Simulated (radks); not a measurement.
Q: The germanium ion Ge4+, [Ar] 3d10. All-electron calculation, non-relativistic Kohn-Sham, exchange-only B88, spin-polarised, spherical densities, point nucleus. Program: a radial shooting solver on a logarithmic mesh with Libxc functionals. Every spin shell is full or empty, so the densities are truly spherical. Functionals are evaluated on that one density, not self-consistently. Rank these exchange functionals by their error against the exact value of the orbitals, and give that value: LDA, PBEsol, RPBE, PW86, AM05, B86b, G96, SCAN, r2SCAN, Tao-Mo, MVS.

A: Exact: -76.3113 hartree. From best to worst, with 100 (|E| - |E exact|)/|E exact| (equal figures are ties): r2SCAN +0.04, RPBE -0.05, MVS +0.09, B86b +0.14, PW86 +0.16, SCAN +0.28, G96 +0.40, Tao-Mo -0.56, PBEsol -2.57, AM05 -5.25, LDA -5.79.
